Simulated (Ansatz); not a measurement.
Basis sets compared for In2N. Total charge 0; doublet. Geometry PBE-D4/def2-TZVP. Ansatz on 4 threads of Arm Neoverse V2 on a shared host; times are rough, and most runs start from earlier orbitals.

Cartesian coordinates in Å:
```
In 1.842 -0.732 0.147
In -1.844 0.728 -0.144
N 0.002 0.004 -0.004
```

In the def2 sets In takes a core potential; there is no spin–orbit coupling. The structure comes from a short search, and lower isomers may exist.

Binding counts from free atoms (In doublet, N quartet) in the same basis, without a counterpoise term.

```tsv
level	functions	energy (Eh)	HOMO (eV)	LUMO (eV)	binding per atom (eV)	wall time
PBE-D4/def2-SVP	66	-434.8966	-4.95	-4.26	1.87	0.65 s
PBE-D4/def2-TZVP (with forces)	131	-434.9809	-4.94	-4.20	1.94	1.4 s
r2SCAN-D4/def2-TZVP	131	-435.1354	-5.13	-4.01	1.74	2.8 s
PBE0-D4/def2-SVP	66	-434.8735	-5.92	-3.47	1.59	1.1 s
PBE0-D4/def2-TZVP	131	-434.9571	-5.93	-3.40	1.68	3.8 s
```

Problem. Estimate the rows for PBE-D4/def2-TZVPD, r2SCAN-D4/def2-TZVPD, PBE0-D4/def2-TZVPD.

Solution. 
```tsv
level	functions	energy (Eh)	HOMO (eV)	LUMO (eV)	binding per atom (eV)	wall time
PBE-D4/def2-TZVPD	149	-434.9815	-4.95	-4.21	1.94	1.6 s
r2SCAN-D4/def2-TZVPD	149	-435.1360	-5.14	-4.02	1.74	3.5 s
PBE0-D4/def2-TZVPD	149	-434.9576	-5.94	-3.42	1.68	4.7 s
```
